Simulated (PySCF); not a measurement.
## Basis and Hamiltonian dependence of the ionisation energy of Pt

Pt [Xe] 4f14 5d9 6s1 (3D) → Pt⁺ [Xe] 4f14 5d9 (2D). All values are computed (PySCF 2.14, energy differences of UHF-based or UKS calculations, no spin-orbit coupling). Values in eV.

| basis | Hamiltonian | functions | UHF | PBE0 | MP2 (valence) | CCSD(T) (valence) | CCSD(T) (valence and next inner shell) |
| --- | --- | --- | --- | --- | --- | --- | --- |
| def2-SVP with the def2 core potential (60 electrons) | ECP | 32 | 7.579 | n/a | 8.670 | n/a | n/a |
| def2-SVPD with the def2 core potential (60 electrons) | ECP | 35 | 7.577 | 9.064 | 8.719 | n/a | n/a |
| cc-pVDZ-PP with ECP60MDF | ECP | 38 | 7.577 | n/a | 8.666 | n/a | n/a |
| aug-cc-pVDZ-PP with ECP60MDF | ECP | 54 | 7.575 | 9.058 | 8.922 | 8.762 | n/a |
| def2-TZVPPD with the def2 core potential (60 electrons) | ECP | 59 | 7.576 | 9.051 | 8.860 | 8.685 | 8.809 |
| cc-pVTZ-PP with ECP60MDF | ECP | 63 | 7.569 | 9.050 | 8.925 | n/a | n/a |
| def2-QZVPPD with the def2 core potential (60 electrons) | ECP | 88 | 7.575 | 9.047 | 8.969 | 8.806 | n/a |
| aug-cc-pVTZ-PP with ECP60MDF | ECP | 88 | 7.568 | 9.047 | 9.012 | 8.850 | n/a |
| x2c-TZVPPall | spin-free X2C | 97 | 7.594 | 9.090 | 8.900 | 8.749 | 8.851 |
| aug-cc-pVTZ-PP with one added diffuse shell each of s, p, d, f, g type with ECP60MDF | ECP | 113 | 7.568 | 9.047 | 9.019 | n/a | n/a |
| x2c-TZVPPall with one added diffuse shell each of s, p, d, f type | spin-free X2C | 113 | 7.593 | 9.089 | 8.956 | 8.812 | n/a |
| aug-cc-pwCVTZ-PP with ECP60MDF | ECP | 122 | 7.566 | 9.047 | 9.012 | n/a | 8.978 |
| aug-cc-pVQZ-PP with ECP60MDF | ECP | 135 | 7.566 | 9.047 | 9.059 | n/a | n/a |
| aug-cc-pV5Z-PP with ECP60MDF | ECP | 197 | 7.565 | 9.047 | 9.074 | n/a | n/a |

Extrapolation of MP2 (valence) from aug-cc-pVQZ-PP with ECP60MDF and aug-cc-pV5Z-PP with ECP60MDF: the correlation parts are 1.493 and 1.508 eV; with the X⁻³ form and unrounded values, (5³ × 1.508 − 4³ × 1.493)/(5³ − 4³) = 1.525 eV, and adding the Hartree-Fock value 7.565 eV of the larger basis gives 9.090 eV.

Frozen in the all-electron rows: valence and next inner shell: [Kr] 4d10 4f14; valence: [Xe] 4f14; with a core potential, the same shells as far as they lie outside it.

Between the lowest levels the reference is 8.959 eV (measured; NIST Atomic Spectra Database, ionization energies); it includes spin-orbit coupling, which these numbers lack.
